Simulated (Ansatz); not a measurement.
Consider the atomization: `C[SiH2]OCF` → 2 C• + F• + 7 H• + O• + Si•.

Calculated with Ansatz (gas phase, PBE0-D4/def2-TZVP geometries, no zero-point term in ΔE). CCSD(T)/CBS is the MP2 limit (def2-TZVPP, def2-QZVPP) plus CCSD(T) − MP2 in def2-TZVPP, frozen cores. This one scheme is used for every species, atoms too. For atomizations the MP2-based limit and the directly extrapolated one differ by several kJ/mol either way, and by 10 to 25 for some Ge, Se and Sn compounds, so smaller differences from it don't rank the levels. DFT in def2-TZVPP. B3LYP here is the variant with VWN-RPA as its local correlation; programs differ in this. No spin–orbit coupling; open shells (•) take unrestricted orbitals. Spin–orbit coupling would lower the free atoms: a little for C, F, O, Si. One conformer a species, not always the lowest.

```tsv
level	ΔE (kJ/mol)
revPBE-D4	4409.5
PBE0-D4	4444.0
B3LYP	4420.0
HF/def2-SVP	3302.3
CCSD(T)/def2-SVP	4212.9
HF/def2-TZVPP	3293.3
SCS-MP2/def2-TZVPP	4403.1
MP2/CBS(def2)	4529.6
```

Question: What does CCSD(T)/CBS give? (Estimate.)

Answer: Ansatz gave: +4465.2 kJ/mol. The listed levels differ from it by -55.7, -21.2, -45.2, -1162.9, -252.3, -1171.9, -62.1, 64.4 kJ/mol.

Largest T1 diagnostic among the species: 0.012.

From PBE to PBE0 (25 % exact exchange), in def2-TZVPP and without D4, ΔE moves by −70.4 kJ/mol: exact exchange takes away binding that semilocal exchange gives to molecules. The D4 term adds +33.5 kJ/mol with B3LYP and +17.7 kJ/mol with PBE0; it sums over pairs of atoms, weighted by their polarisabilities, and B3LYP, whose exchange is more repulsive, gets the larger term. Leaving LDA and LC-ωPBE aside and taking each functional with its dispersion term where it has one, the values, not all of them listed here, spread over 183.7 kJ/mol, from BHLYP-D4 to PBE-D4. LDA lies +589.4 kJ/mol from PBE without D4, its usual overbinding.
